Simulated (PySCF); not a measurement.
How methods differ on the ionisation energy of Zn⁺

Zn⁺ [Ar] 3d10 4s1 (2S) → Zn²⁺ [Ar] 3d10 (1S), as a difference of total energies. Computed with PySCF 2.14 in x2c-TZVPPall, with scalar relativity by spin-free X2C-1e. Correlated levels: valence: [Ar] frozen. The calculations carry no spin-orbit coupling.

```tsv
method	ionisation energy (eV)
UHF	16.877
MP2 (valence)	17.785
SCS-MP2 (valence)	17.636
CCSD (valence)	17.675
CCSD(T) (valence)	17.737
```

Problem. How much does correlation contribute at CCSD(T) (valence)?

Solution. 17.737 − (16.877) = 0.860 eV, measured against UHF.

Errors of the correlated levels include the incompleteness of this basis and the frozen core.

For comparison: 17.964 eV (measured; NIST Atomic Spectra Database, ionization energies).
